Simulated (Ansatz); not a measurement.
`C=NB(C)F` + H₂ → `C=NBF` + CH₄ at 700 K and 1 bar (hydrogenolysis of a B–C bond).

Gas-phase electronic energies from Ansatz, PBE0-D4/def2-TZVP geometries. CCSD(T)/CBS is the MP2 limit (def2-TZVPP, def2-QZVPP) plus CCSD(T) − MP2 in def2-TZVPP, frozen cores. This one scheme is used for every species. One conformer a species, not always the lowest.

```tsv
species	CCSD(T)/CBS energy (Eh)	H − E (kJ/mol)	S (J/(mol·K))
`C=NB(C)F`	-258.47400	264.5	431.3
H₂	-1.17544	46.8	155.3
`C=NBF`	-219.19469	171.5	365.2
CH₄	-40.46206	145.9	224.0
```

H − E and S are ideal-gas, rigid-rotor, harmonic terms from PBE0-D4/def2-TZVP, for one conformer and one mirror image of each species. For small species the MP2-based limit differs from directly extrapolated CCSD(T) by up to some mEh (0.8 for H₂); such offsets cancel only in part. 1 Eh = 2625.50 kJ/mol, R = 8.31446 J/(mol·K).

**Question.** By hand: ΔE, ΔH, ΔS and ΔG.

**Answer.** ΔE = (-219.19469) + (-40.46206) − (-258.47400) − (-1.17544) = -0.00731 Eh = -19.2 kJ/mol. Δ(H − E) = 171.5 + 145.9 − 264.5 − 46.8 = 6.1, so ΔH = -13.1 kJ/mol. ΔS = 365.2 + 224.0 − 431.3 − 155.3 = 2.6 J/(mol·K). ΔG = -13.1 − 700 × (2.6)/1000 = -14.9 kJ/mol.

**Question.** By hand: the equilibrium constant, and the temperature at which ΔG would vanish if ΔH and ΔS stayed fixed.

**Answer.** log₁₀ K = −ΔG/(RT ln 10) = 1.1. ΔH and −TΔS have one sign here, so there is no such temperature.

The number of gas molecules stays the same, so ΔS is small and ΔH decides. A doubt of 5 kJ/mol in ΔE shifts log₁₀ K by 0.4 here. Other conformers and mirror images would add mixing entropy, several J/(mol·K) or more a flexible species. These are equilibria of isolated gas molecules and say nothing of rates. Largest T1 diagnostic: 0.014 (customary marks: 0.02 for closed shells, 0.045 for open ones).

ΔS is within the doubt of such terms, so its sign, and with it that verdict, could turn.
